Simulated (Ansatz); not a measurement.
Input file for Ansatz (an electronic-structure program): R-revPBE/def2-TZVPP on F3HSi (SMILES F[SiH](F)F).

Ansatz 0.2 input:
```yaml
crystal:
  periodic: [false, false, false]
  atoms:
    - {symbol: Si, position_ang: [0.02787529, -0.02730611, -0.01754377]}
    - {symbol: F, position_ang: [0.67323423, 1.40526359, 0.13636547]}
    - {symbol: F, position_ang: [-1.26311642, 0.10561857, -0.91649206]}
    - {symbol: F, position_ang: [-0.41475803, -0.52684942, 1.41317968]}
    - {symbol: H, position_ang: [0.97676494, -0.95672664, -0.61540933]}
basis:
  gaussian:
    orbitals: def2-TZVPP
hamiltonian:
  xc: {name: revPBE}
scf: {lower_state_search: off}
```

Program output:

```
WARN ansatz: RAYON_NUM_THREADS=4 ignored (pool sized by the plan → 4); use --threads N
Functional definition: revPBE
these checks for a lower state are left out or cut short: stability, starts, cluster_reference, orbital_swaps, neighbouring_geometries, increment
integrals: 0.06 GiB planned
815 factors; their error is unknown
mean field: 0.44 GiB planned
mean field evaluation 1: about -16045.2794 eV, gradient 5.6e1 eV
mean field evaluation 2: about -16034.0033 eV, gradient 1.1e2 eV
mean field evaluation 4: about -16049.3142 eV, gradient 8.8e-1 eV
mean field evaluation 8: about -16049.2984 eV, gradient 2.0e-2 eV
mean field evaluation 16: about -16049.2984 eV, gradient 7.0e-6 eV
mean field -16049.29842813 eV, -589.8008386284 hartree, gradient 7.0e-6 eV, S^2 0.000000; 0 other end points of the search recorded, 0 dependent functions left out
reference -16049.29846528 eV, -589.8008399938 hartree; 21, 21 occupied and 128, 128 virtual orbitals, 815 factors
Total energy: -16049.29846528 eV, -589.8008399938 hartree
Checks for a lower state left out: stability, starts, cluster_reference, orbital_swaps, neighbouring_geometries, increment
```

Self-consistency was reached.

Cost: very roughly 1.6 core-seconds.
